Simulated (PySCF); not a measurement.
In(Cl)2(OMe) (CH3Cl2InO), SMILES C[O][In]([Cl])[Cl].

Geometry: r2SCAN-D4/def2-SVP. The structure was generated by enumeration; whether it is a known compound was not checked. The def2 effective core potentials stand for the cores of In; spin–orbit coupling is left out. One conformer was computed; it need not be the lowest.

Two levels are set side by side: PBE/def2-TZVP (PySCF) and HF/def2-TZVP (PySCF). Same geometry, gas phase. Differences are taken from unrounded values.

```csv
quantity,HF
orbital gap (eV),12.71
highest occupied level (eV),-12.04
lowest empty level (eV),0.67
dipole moment (D),1.37
mean polarisability (bohr³),66.5
```

### Question
What does PBE give, and how far is it from HF? (An estimate is asked for; the answer gives what the named calculation found.)

### Answer

```csv
quantity,PBE,PBE minus HF
orbital gap (eV),3.08,-9.64
highest occupied level (eV),-6.72,5.33
lowest empty level (eV),-3.64,-4.31
dipole moment (D),1.56,0.19
mean polarisability (bohr³),80.3,13.8
```

PBE's occupied levels lie high since its potential decays too fast outside the molecule; exact exchange lowers them and widens the gap. PBE's more diffuse valence density responds more strongly to a field. Differences between two approximate levels are no errors against the true value.

Rough cost on one machine, each run with all the roots and properties that it gave: HF against PBE about 1/2.
